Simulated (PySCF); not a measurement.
**Two-component Hartree-Fock for Sm⁵⁷⁺ (samarium, charge +57)**

Start: [He] 2s2 2p1; 2p1/2 filled at m_j = +1/2. Calculated with PySCF 2.14 in an even-tempered Gaussian basis (17 s from 38 bohr⁻², ratio 2.4; 13 p from 50 bohr⁻², ratio 2.4; 5 d from 160 bohr⁻², ratio 2.6; 4 f from 240 bohr⁻², ratio 2.6): generalised Hartree-Fock with the X2C-1e Hamiltonian and a Gaussian nucleus; one run each with spin-orbit coupling (SO) switched off, then screened by Boettger's factors.

```tsv
spinor shell	electrons	ε, spin-free (eV)	ε, screened SO (eV)	weight of nominal j (screened SO)	rms radius, screened SO (bohr)
1s1/2	2	-52972.5	-52953.3	1.000	0.0258
2s1/2	2	-12751.0	-12745.1	1.000	0.100
2p1/2	1	-12132.5	-12601.3	1.000	0.0847
```

```csv
quantity,spin-free,screened SO
E (hartree),-5431.38945,-5448.61358
M_J,1/2,1/2
⟨J²⟩,1.107,0.750
⟨L²⟩,2.000,2.000
⟨S²⟩,0.750,0.750
```

Each row is a mean over spinors that exchange with the open shell spreads, by up to 17.027 eV (2s1/2).

Breit and QED terms are absent; they matter most for the inner s and p1/2 levels.

Densities and radii are taken from the X2C orbitals without a picture-change correction, which distorts them close to the nucleus.

Without spin-orbit coupling the j labels of p, d and f shells carry no meaning; the spin-free column gives the mean over the occupied spinors of each nl shell, and its ⟨J²⟩ belongs to a mixture of degenerate components.
